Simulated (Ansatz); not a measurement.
Al₂B₂. Total charge 0; quintet. Geometry PBE0-D4/def2-TZVP; atoms count from 1.

```csv
atom,x (Å),y (Å),z (Å)
B1,-0.826,-0.321,-0.312
B2,0.304,0.889,-0.023
Al3,0.952,-0.561,-1.380
Al4,-0.430,-0.007,1.715
```

At PBE0-D4/def2-TZVP a triplet of charge 0 lies 0.85 eV below the quintet, each at its own geometry. The structure comes from a short search, and lower isomers may exist.

(1) Estimate the Mulliken populations from the PBE0/def2-TZVP orbitals of Ansatz.

(2) Where does the spin sit?

(3) And the Mayer bond orders between bonded heavy atoms (over 0.3)?

Answers

(1) 
```
atom  charge (e)  spin (α − β)
  B1       -0.11          0.98
  B2       -0.11          0.98
 Al3        0.11          1.02
 Al4        0.11          1.02
```
Mulliken values and Mayer orders depend strongly on the basis.

(2) Summed by element: B 1.95, Al 2.05, of 4 unpaired in all. Largest on single atoms: Al3 1.02, Al4 1.02, B2 0.98.

(3) B1–B2 0.90 (1.68 Å); B1–Al3 0.89 (2.09 Å); B1–Al4 0.89 (2.09 Å); B2–Al3 0.89 (2.09 Å); B2–Al4 0.89 (2.09 Å). Values over 0.3 also appear between atoms too far apart for a bond (Al3–Al4 0.33 at 3.44 Å); they arise where an orbital or an unpaired electron spreads over both atoms.
